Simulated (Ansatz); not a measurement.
Cartesian coordinates in Å:
```
C 1.253 -3.651 1.736
C 0.595 -2.358 1.286
C 0.020 -2.450 -0.119
C -0.725 -1.203 -0.577
C 0.157 0.025 -0.736
C -0.571 1.247 -1.289
C -1.568 1.852 -0.298
C -0.706 2.679 0.665
C 0.555 3.068 -0.137
C 0.381 2.422 -1.519
H 0.537 -4.478 1.733
H 1.660 -3.567 2.747
H 2.075 -3.927 1.069
H 1.325 -1.544 1.338
H -0.207 -2.090 1.984
H 0.829 -2.671 -0.826
H -0.661 -3.308 -0.162
H -1.534 -0.993 0.132
H -1.212 -1.410 -1.538
H 0.985 -0.223 -1.413
H 0.620 0.281 0.223
H -1.070 0.957 -2.221
H -2.180 1.107 0.215
H -2.255 2.508 -0.841
H -1.245 3.551 1.040
H -0.434 2.085 1.541
H 0.676 4.151 -0.213
H 1.454 2.691 0.355
H -0.085 3.133 -2.208
H 1.330 2.115 -1.967
```

Total charge 0; spin multiplicity 1.

List the PBE/def2-TZVPP orbital energies in eV (Ansatz 0.2.0). (An estimate is asked.)

Computed: Occupied: -268.73, -268.64, -268.60, -268.59, -268.57, -268.57, -268.55, -268.53, -268.53, -268.46, -20.88, -19.83, -18.64, -17.47, -17.30, -16.18, -14.91, -13.90, -13.55, -13.14, -11.99, -11.63, -11.15, -10.78, -10.45, -9.98, -9.92, -9.35, -9.12, -8.66, -8.39, -8.15, -7.97, -7.93, -7.72, -7.65, -7.41, -7.25, -7.19, -7.06. Lowest empty: 0.23, 0.61, 0.74, 1.01, 1.18, 1.67, 1.73, 1.96.
